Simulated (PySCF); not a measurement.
**Electronic absorption of C2H7ClNPSi2**

C2H7ClNPSi2.
InChI=1S/C2H7ClNPSi2/c3-1-6-5-7-2-4/h5H,1,6-7H2

Level of theory: TDDFT wB97X-D/def2-SVPD, vertical, gas phase, core orbitals frozen in the response in PySCF 2.14.0, density-fitted response routines. The structure is a single PBE0-D3(BJ)/def2-SVP conformer in the gas phase; no vibrational or solvent corrections. Torsions of this conformer, `[N:1]#[C:2][SiH2:3][PH:4][SiH2:5][CH2:6][Cl:7]`: C2–Si3–P4–Si5 35°, Si3–P4–Si5–C6 56°, P4–Si5–C6–Cl7 174°.

Problem. What does the calculation give for the low-lying excited states?

Solution. 

```json
{"state": "S1", "E (eV)": "5.99", "E (kJ/mol)": "578", "λ (nm)": "207.0", "f": "0.0091", "main configurations (H = HOMO, L = LUMO)": "H→L+1 (62%), H→L+2 (13%), H→L (13%)"}
{"state": "S2", "E (eV)": "6.28", "E (kJ/mol)": "606", "λ (nm)": "197.3", "f": "0.100", "main configurations (H = HOMO, L = LUMO)": "H→L (74%), H→L+1 (12%)"}
{"state": "S3", "E (eV)": "6.51", "E (kJ/mol)": "628", "λ (nm)": "190.4", "f": "0.014", "main configurations (H = HOMO, L = LUMO)": "H→L+2 (65%), H→L+1 (11%)"}
{"state": "S4", "E (eV)": "6.61", "E (kJ/mol)": "638", "λ (nm)": "187.4", "f": "0.083", "main configurations (H = HOMO, L = LUMO)": "H→L+3 (44%), H-1→L+1 (28%)"}
{"state": "S5", "E (eV)": "6.80", "E (kJ/mol)": "656", "λ (nm)": "182.4", "f": "0.023", "main configurations (H = HOMO, L = LUMO)": "H→L+3 (30%), H-1→L+1 (22%), H-1→L+3 (12%)"}
{"state": "S6", "E (eV)": "6.97", "E (kJ/mol)": "672", "λ (nm)": "177.9", "f": "0.0023", "main configurations (H = HOMO, L = LUMO)": "H-4→L (27%), H-5→L (19%)"}
```

The lowest singlet lies at 5.99 eV (207 nm, ultraviolet) and is weak; its leading configuration is HOMO→LUMO+1 (62%). The most intense listed level is S2 at 6.28 eV (197 nm, f = 0.100), 0.29 eV above S1. Löwdin shares by element: HOMO phosphorus 55%, silicon 18%, chlorine 11% (atoms not listed hold the other 16%); LUMO carbon 23% or more, phosphorus 21%, silicon 21% or more, nitrogen 20%. The listed states span 0.98 eV, and the widest gap between neighbours is 0.29 eV (S1 to S2). The oscillator strengths of these states sum to 0.231; summed over the whole spectrum of an exact calculation they would give the number of electrons, 86 (Thomas–Reiche–Kuhn). Of the 6 states listed, 4 reach f = 0.01 and none stays under 0.0005. No computed singlet lies in the visible range (380 to 750 nm); the lowest, at 207 nm, stands 2.73 eV above its violet end (3.26 eV). Only the lowest 6 singlets were computed, as vertical energies without vibronic structure.
